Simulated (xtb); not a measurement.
C2H8GaN (SMILES [CH3][Ga]([CH3])[NH2]), singlet, geometry from GFN2-xTB (such geometries of metal compounds can be far from the true shape); GFN1-xTB in xtb.

Here is a job for xtb.
```
$ xtb mol.xyz --gfn 1 --hess --json

# file mol.xyz
12

Ga    -0.00709451     0.00460620    -0.00714112
C     -1.47199618    -1.39543412    -0.17665421
H     -1.03944064    -2.37467805    -0.39585468
H     -2.17872222    -1.14504898    -0.97070797
H     -2.02896157    -1.48152489     0.75972005
C      0.13033080     1.80004736    -0.94945224
H      0.26125667     1.66657442    -2.02620221
H      0.98208639     2.36703510    -0.56726568
H     -0.77564079     2.39282419    -0.80161230
N      1.35270193    -0.41356163     1.13700129
H      2.15140436     0.17015384     1.35088087
H      1.42902616    -1.27087592     1.67004633
```

Problem. What does xtb print? Leave out banner, timings and long lists.

Solution. 
```
   ID    Z sym.   atoms
    1   31 Ga     1
    2    6 C      2, 6
    3    1 H      3-5, 7-9, 11, 12
    4    7 N      10

           -------------------------------------------------
          |                Calculation Setup                |
           -------------------------------------------------

           -------------------------------------------------
          |                 G F N 1 - x T B                 |
           -------------------------------------------------

          ...................................................
          :                      SETUP                      :
          :.................................................:
          :  # basis functions                  38          :
          :  # atomic orbitals                  37          :
          :  # shells                           25          :
          :  # electrons                        24          :
          :  # halogen bonds                     0          :
          :  max. iterations                   250          :
          :  Hamiltonian                  GFN1-xTB          :
          :  restarted?                      false          :
          :  GBSA solvation                  false          :
          :  PC potential                    false          :
          :  electronic temp.          300.0000000     K    :
          :  accuracy                    1.0000000          :
          :  -> integral cutoff          0.2500000E+02      :
          :  -> integral neglect         0.1000000E-07      :
          :  -> SCF convergence          0.1000000E-05 Eh   :
          :  -> wf. convergence          0.2000000E-04 e    :
          :  Broyden damping             0.4000000          :
          :  net charge                          0          :
          :  unpaired electrons                  0          :
          ...................................................

 iter      E             dE          RMSdq      gap      omega  full diag
   1    -13.1798618 -0.131799E+02  0.719E+00    4.93       0.0  T
   2    -13.1909897 -0.111279E-01  0.441E+00    5.59       1.0  T
   3    -13.1912066 -0.216851E-03  0.380E-01    5.38       1.0  T
   4    -13.1917287 -0.522131E-03  0.118E-01    5.54       1.0  T
   5    -13.1917600 -0.313230E-04  0.289E-03    5.53      10.0  T
   6    -13.1917602 -0.157444E-06  0.181E-03    5.52      16.0  T
   7    -13.1917602 -0.870468E-08  0.600E-04    5.52      48.1  T
   8    -13.1917602 -0.118762E-08  0.551E-05    5.52     523.8  T
   9    -13.1917602 -0.298428E-11  0.112E-05    5.52    2567.5  T

   *** convergence criteria satisfied after 9 iterations ***

         :::::::::::::::::::::::::::::::::::::::::::::::::::::
         ::                     SUMMARY                     ::
         :::::::::::::::::::::::::::::::::::::::::::::::::::::
         :: total energy             -13.038952682538 Eh    ::
         :: gradient norm              0.027609364163 Eh/a0 ::
         :: HOMO-LUMO gap              5.523722428557 eV    ::
         ::.................................................::
         :: SCC energy               -13.191760195338 Eh    ::
         :: -> electrostatic           0.028058065909 Eh    ::
         :: repulsion energy           0.155880767364 Eh    ::
         :: dispersion energy         -0.003073254564 Eh    ::
         :: halogen bond corr.         0.000000000000 Eh    ::
         :: add. restraining           0.000000000000 Eh    ::
         :: total charge               0.000000000000 e     ::
         :::::::::::::::::::::::::::::::::::::::::::::::::::::

           -------------------------------------------------
          |                Numerical Hessian                |
           -------------------------------------------------
step length          :   0.00500
SCC accuracy         :   0.30000
Hessian scale factor :   1.00000
frozen atoms in %    :   0.00000    0
RMS gradient         :   0.02761 !! INCOMPLETELY OPTIMIZED GEOMETRY !!
[...]
 writing <g98.out> molden fake output.
 recommended (thermochemical) frequency scaling factor: 1.0
           -------------------------------------------------
          |             Thermodynamic Functions             |
           -------------------------------------------------

c1  symmetry found (for desy threshold:  0.10E+00) used in thermo

          ...................................................
          :                      SETUP                      :
          :.................................................:
          :  # frequencies                          28      :
          :  # imaginary freq.                       2      :
          :  linear?                             false      :
          :  only rotor calc.                    false      :
          :  symmetry                               c1      :
          :  rotational number                       1      :
          :  scaling factor                  1.0000000      :
          :  rotor cutoff                   50.0000000 cm⁻¹ :
          :  imag. cutoff                  -20.0000000 cm⁻¹ :
          :.................................................:

    mode    ω/cm⁻¹     T·S(HO)/kcal·mol⁻¹    T·S(FR)/kcal·mol⁻¹   T·S(vib)
   ------------------------------------------------------------------------
       1      8.82    -2.46256 (  0.10%)    -1.56618 ( 99.90%)    -1.56705
       2    122.39    -0.91300 ( 97.29%)    -0.79104 (  2.71%)    -0.90969
       3    142.91    -0.82425 ( 98.52%)    -0.74518 (  1.48%)    -0.82308
       4    254.51    -0.50660 ( 99.85%)    -0.57433 (  0.15%)    -0.50670
   ------------------------------------------------------------------------

   temp. (K)  partition function   enthalpy   heat capacity  entropy
                                   cal/mol     cal/K/mol   cal/K/mol   J/K/mol
 298.15  VIB   300.                 2812.008     17.315     17.747
         ROT  0.109E+06              888.752      2.981     26.026
         INT  0.326E+08             3700.760     20.296     43.773
         TR   0.121E+28             1481.254      4.968     40.137
         TOT                        5182.0141    25.2642    83.9104   351.0811

       T/K    H(0)-H(T)+PV         H(T)/Eh          T*S/Eh         G(T)/Eh
   ------------------------------------------------------------------------
    298.15    0.825807E-02    0.998718E-01    0.398685E-01    0.600033E-01
   ------------------------------------------------------------------------

         :::::::::::::::::::::::::::::::::::::::::::::::::::::
         ::                  THERMODYNAMIC                  ::
         :::::::::::::::::::::::::::::::::::::::::::::::::::::
         :: total free energy         -12.978949431262 Eh   ::
         ::.................................................::
         :: total energy              -13.038952682539 Eh   ::
         :: zero point energy           0.091613726354 Eh   ::
         :: G(RRHO) w/o ZPVE           -0.031610475077 Eh   ::
         :: G(RRHO) contrib.            0.060003251277 Eh   ::
         :::::::::::::::::::::::::::::::::::::::::::::::::::::
imag cut-off (cm-1) :    5.00
 found            2  significant imaginary frequencies
 writing imag mode distorted coords to xtbhess.xyz
 for further optimization.

           -------------------------------------------------
          | TOTAL ENERGY              -13.038952682539 Eh   |
          | TOTAL ENTHALPY            -12.939080891061 Eh   |
          | TOTAL FREE ENERGY         -12.978949431262 Eh   |
          | GRADIENT NORM               0.027609478901 Eh/α |
          | HOMO-LUMO GAP               5.523726852473 eV   |
           -------------------------------------------------
########################################################################
[WARNING] Runtime exception occurred
-1- hessian_numhess: Hessian on incompletely optimized geometry!
########################################################################

normal termination of xtb
```
